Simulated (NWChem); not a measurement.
Species: CH5F2NSi; SMILES NC[SiH](F)F

```xyz
10

N      0.0822     2.2677     0.0085
C     -0.7563     1.1126    -0.3039
Si    -0.0236    -0.4875     0.3147
F      1.4585    -0.6194    -0.3291
F     -0.8604    -1.7855    -0.1681
H      0.1745     2.4004     1.0138
H      1.0232     2.1451    -0.3610
H     -0.9100     1.0524    -1.3957
H     -1.7658     1.2651     0.1152
H      0.1326    -0.5510     1.7896
```
Atoms are numbered in this order, from 1.

Computed with NWChem. The geometry was optimised at PBE0/def2-SVP. Atomic charges in e: unrestrained fits to the electrostatic potential beside Mulliken populations; buried atoms are poorly determined by the fit.

**Question.** Estimate the computed values for B3LYP/def2-SVP. Quantities: ESP N1; Mulliken N1; ESP C2; Mulliken C2; ESP Si3; Mulliken Si3; ESP F4; Mulliken F4; ESP F5; Mulliken F5; relative RMS misfit of the potential (%).

**Answer.** ESP N1: -0.74
Mulliken N1: -0.23
ESP C2: 0.15
Mulliken C2: -0.13
ESP Si3: 0.78
Mulliken Si3: 0.88
ESP F4: -0.31
Mulliken F4: -0.34
ESP F5: -0.33
Mulliken F5: -0.33
relative RMS misfit of the potential (%): 28
